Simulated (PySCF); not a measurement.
Species: C6H3ClN (charge -1).
Bonds: N1–C2 (triple), C2–C3, C3–C4 (aromatic), C4–C5 (aromatic), C5–C6 (aromatic), C6–C7 (aromatic), C7–Cl8, C3–C7 (aromatic). Hydrogens: H9 on C4; H10 on C5; H11 on C6.

Jobs on this species (11 atoms, 64 electrons) with PySCF (density fitting). Hardware of each: an Arm Neoverse V1 with one thread, no GPU, shared host. Times come from a shared host and carry two figures at best. Peak memory is the resident size of the whole Python process, interpreter and libraries included.

```json
{"level and settings": "HSE06/6-311G**", "work": "spin–spin couplings from 10 perturbed nuclei, spin–dipole term for 1 of them", "basis functions": "170", "SCF cycles": "?", "wall time": "?", "peak memory": "?"}
{"level and settings": "HCTH407/IGLO-II, IEF-PCM benzene, fitting basis def2-universal-jkfit", "work": "shieldings, ring-centre shieldings, charges and field gradients", "basis functions": "207", "SCF cycles": "12", "wall time": "20 s", "peak memory": "0.82 GiB"}
{"level and settings": "HF/6-311G**", "work": "shieldings, ring-centre shieldings, charges and field gradients", "basis functions": "170", "SCF cycles": "13", "wall time": "9.0 s", "peak memory": "0.74 GiB"}
```

Q: Fill in the missing figures.

A: 
- HSE06/6-311G**; spin–spin couplings from 10 perturbed nuclei, spin–dipole term for 1 of them: 39 s, 0.83 GiB, 15 SCF cycles

Q: What do all jobs in the table cost together?

A: About 68 s; the longest takes about 57 % of that, and about 4.3 times as long as the shortest.
